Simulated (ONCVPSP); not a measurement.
An all-electron radial function and its pseudo partner (Cr)

Columns: radius, all-electron u(r) and pseudo u(r) of the 3d shell (level -3.13 eV) of chromium in the configuration [Ne] 3s2 3p6 3d5 4s1; LDA (Perdew-Wang 92), scalar-relativistic, ONCV scheme, ONCVPSP 4.0.1.

```csv
r (bohr),all-electron,pseudo
0.085,0.0310,0.0049
0.170,0.1421,0.0371
0.255,0.2927,0.1138
0.340,0.4423,0.2366
0.425,0.5692,0.3915
0.510,0.6661,0.5538
0.595,0.7333,0.6978
0.680,0.7746,0.8038
0.765,0.7948,0.8635
0.850,0.7992,0.8801
0.935,0.7920,0.8644
1.020,0.7767,0.8302
1.105,0.7561,0.7891
1.190,0.7319,0.7489
1.275,0.7058,0.7127
1.360,0.6786,0.6806
1.445,0.6510,0.6514
1.530,0.6237,0.6237
1.615,0.5969,0.5968
1.700,0.5708,0.5707
1.785,0.5455,0.5455
1.870,0.5213,0.5213
1.955,0.4981,0.4980
2.040,0.4758,0.4758
2.125,0.4546,0.4546
2.210,0.4344,0.4344
```

**Question.** How many radial nodes do the two functions have?

**Answer.** The all-electron 3d function has n − l − 1 = 0; the pseudo-wave has 0.

**Question.** At about which radius was the pseudo-wave matched?

**Answer.** 1.60 bohr. The columns agree to 0.0005 from 1.45 bohr on; several derivatives are matched, so the curves merge somewhat inside the radius.

**Question.** Where does each function peak?

**Answer.** Outermost all-electron maximum near 0.85 bohr, pseudo maximum near 0.85 bohr (to the table’s step).

**Question.** Is the pseudo-wave norm-conserving?

**Answer.** Yes: the ONCV scheme keeps the norm inside the radius equal to the all-electron one, which fixes the energy derivative of the logarithmic derivative at the level.
